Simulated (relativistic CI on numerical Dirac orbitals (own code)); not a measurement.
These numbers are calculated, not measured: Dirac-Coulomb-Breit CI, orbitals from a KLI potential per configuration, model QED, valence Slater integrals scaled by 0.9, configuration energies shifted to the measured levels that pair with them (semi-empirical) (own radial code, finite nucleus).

Configurations in the expansion (outside the closed core 1s2): 2s2 2p6, 2s2 2p5 3s, 2s2 2p5 3p, 2s2 2p5 3d, 2s2 2p5 4d, 2s2 2p5 4f, 2s2 2p5 5s, 2s2 2p5 5d, 2s2 2p5 6s, 2s2 2p5 6d, 2s2 2p5 7d, 2s2 2p5 4s, 2s2 2p5 4p, 2s 2p6 3s, 2s 2p6 3p, 2s2 2p4 3s2, 2s 2p6 3d, 2s2 2p4 3s 3p, 2s2 2p4 3p2, 2s2 2p4 3s 3d, 2s 2p6 4s, 2s2 2p4 3p 3d, 2s 2p6 4p, 2s 2p6 4d, 2s 2p6 4f, 2s 2p5 3s2, 2s2 2p4 3d2. Levels of other configurations are missing.

Configurations whose levels could be paired with our table of measured levels were shifted onto them, all but the ground configuration, by the median error of their levels; single terms can still be off by 1,000 to 2,000 cm⁻¹ or more, and rates follow the energies as ν³ (E1, M1) or ν⁵ (E2). The others borrow a shift and can be off by several thousand cm⁻¹ or more. 29 of the 38 excited levels that our extract of the measured tables holds in this range could be paired (the sources list more); they are missed by 378 cm⁻¹ on average and 4434 at most, after the shifts were fitted to these levels, and levels without a partner can miss by more.

Outline of the computed level scheme of P VI. Lowest level of each configuration: 2s2 2p6 1S_0 at 0.000 eV; 2s2 2p5 3s 3P°_2 at 135.169 eV; 2s2 2p5 3p 3S_1 at 145.422 eV; 2s2 2p5 3d 3P°_0 at 161.905 eV; 2s2 2p5 4s 3P°_2 at 178.192 eV; 2s2 2p5 4p 3S_1 at 182.023 eV; 2s2 2p5 4d 3P°_0 at 187.888 eV.

Some strong electric-dipole decays among the lowest 45 levels: 2s2 2p5 3d 1P°_1 → 2s2 2p6 1S_0 (5.7e+11 s⁻¹); 2s2 2p5 3s 1P°_1 → 2s2 2p6 1S_0 (6.0e+10 s⁻¹); 2s2 2p5 3d 3D°_1 → 2s2 2p6 1S_0 (3.3e+10 s⁻¹); 2s2 2p5 3s 3P°_1 → 2s2 2p6 1S_0 (1.1e+10 s⁻¹); 2s2 2p5 3p 1S_0 → 2s2 2p5 3s 1P°_1 (4.5e+09 s⁻¹); 2s2 2p5 3d 3F°_4 → 2s2 2p5 3p 3D_3 (3.6e+09 s⁻¹); 2s2 2p5 4d 3F°_4 → 2s2 2p5 3p 3D_3 (3.5e+09 s⁻¹); 2s2 2p5 3d 3D°_3 → 2s2 2p5 3p 3P_2 (3.4e+09 s⁻¹).

LS names give the leading component of a level, which can be under half, so a name can repeat, a term be missing and a line seem to break the LS rules.
